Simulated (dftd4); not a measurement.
The dftd4 input:
```
$ dftd4 mol.xyz --func b97d --charge 0 --json dftd4.json --noedisp --property

# file mol.xyz
2

Te    -0.00000000    -0.00000000    -0.03110694
H      0.00000000     0.00000000     1.61756080
```

### Question
What does this run give for the partial charges in atom order, dispersion energy?

### Answer

The partial charges in atom order comes out as Te1 -0.09, H2 0.09 and the dispersion energy is -1.21 kcal/mol.
